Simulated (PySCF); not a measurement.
## Electron correlation in Mg²⁺ (magnesium, charge +2)

[Ne], closed-shell 1S. All numbers are calculated (PySCF 2.14, the spin-free X2C one-electron Hamiltonian (Gaussian nucleus), in cc-pVTZ-DK). Frozen: [He] 2s2; 6 electrons correlated.

Total MP2 correlation energy: -7.45 mhartree.

Same-spin part -2.01 and opposite-spin part -5.44 mhartree; SCS-MP2 scales them by 1/3 and 6/5 to -7.20 mhartree.

```csv
level,correlation energy (mhartree)
CCSD,-7.54
(T),-0.16
CCSD(T),-7.70
```

Diagnostics: T1 = 0.0020, D1 = 0.0029, largest double amplitude 0.006.

Cost of the coupled-cluster step: 0.15 s of wall time on 1 thread of Neoverse-N1 (shared host), for 6 correlated electrons.

Iterations:

```
CC2 = 0
CCSD nocc = 3, nmo = 32
frozen orbitals [0, 1]
max_cycle = 100
direct = 0
conv_tol = 1e-08
conv_tol_normt = 1e-06
diis_space = 8
diis_start_cycle = 0
Init t2, MP2 energy = -199.142025641045  E_corr(MP2) -0.00745476709864351
Init E_corr(CCSD) = -0.00745476709868289
cycle = 1  E_corr(CCSD) = -0.00741166623897024  dE = 4.31008597e-05  norm(t1,t2) = 0.00453785
cycle = 2  E_corr(CCSD) = -0.00752878125267717  dE = -0.000117115014  norm(t1,t2) = 0.000561232
cycle = 3  E_corr(CCSD) = -0.00753832940979309  dE = -9.54815712e-06  norm(t1,t2) = 0.000121954
cycle = 4  E_corr(CCSD) = -0.0075401561701005  dE = -1.82676031e-06  norm(t1,t2) = 9.14711e-06
cycle = 5  E_corr(CCSD) = -0.00754014618439019  dE = 9.9857103e-09  norm(t1,t2) = 5.15365e-07
CCSD converged
E(CCSD) = -199.1421110201303  E_corr = -0.007540146184390193
CCSD(T) correction = -0.000163028490127957
```
